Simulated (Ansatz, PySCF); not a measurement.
AsH4Si, SMILES [SiH2][AsH2], multiplicity 2. Atoms are numbered in the order given.

```xyz
6

Si    -1.0547    -0.1747     0.3305
As     1.2511     0.3687     0.6041
H     -1.8888     1.0349     0.5525
H     -1.4153    -0.7819    -0.9782
H      1.6861    -1.0708     0.3481
H      1.4299     0.7375    -0.8691
```
Charge 0, spin multiplicity 2.

Coordinates come from a B3LYP-D3(BJ)/def2-TZVP optimisation. The isomer is the one that the SMILES or the coordinates give; other isomers of the formula were not compared.

Two levels are set side by side: PBE-D3(BJ)/def2-TZVP (Ansatz, a quantum-chemistry and plane-wave program) and B3LYP-D3(BJ)/def2-TZVP (Ansatz). Each level has its own optimised geometry; the coordinates shown are those of the second. Frequencies come from the Hessian of PySCF at each geometry. Differences are taken from unrounded values.

| quantity | B3LYP-D3(BJ) |
|---|---|
| mean bond length (Å) | 1.682 |
| bond Si1–As2 (Å) | 2.385 |
| bond Si1–H3 (Å) | 1.486 |
| bond Si1–H4 (Å) | 1.487 |
| bond As2–H5 (Å) | 1.525 |
| bond As2–H6 (Å) | 1.529 |
| highest harmonic wavenumber (cm⁻¹) | 2207 |
| mean harmonic wavenumber (cm⁻¹) | 1115 |
| zero-point energy (kcal/mol) | 19.12 |

Problem. What does PBE-D3(BJ) give, and how far is it from B3LYP-D3(BJ)? (Estimate from the structure and the level; the computed values follow.)

Solution. 
| quantity | PBE-D3(BJ) | PBE-D3(BJ) minus B3LYP-D3(BJ) |
|---|---|---|
| mean bond length (Å) | 1.692 | 0.009 |
| bond Si1–As2 (Å) | 2.383 | -0.002 |
| bond Si1–H3 (Å) | 1.499 | 0.013 |
| bond Si1–H4 (Å) | 1.501 | 0.014 |
| bond As2–H5 (Å) | 1.537 | 0.011 |
| bond As2–H6 (Å) | 1.540 | 0.011 |
| highest harmonic wavenumber (cm⁻¹) | 2152 | -55 |
| mean harmonic wavenumber (cm⁻¹) | 1079 | -36 |
| zero-point energy (kcal/mol) | 18.50 | -0.61 |

Exact exchange shortens and stiffens bonds; PBE has none. Differences between two approximate levels are no errors against the true value.
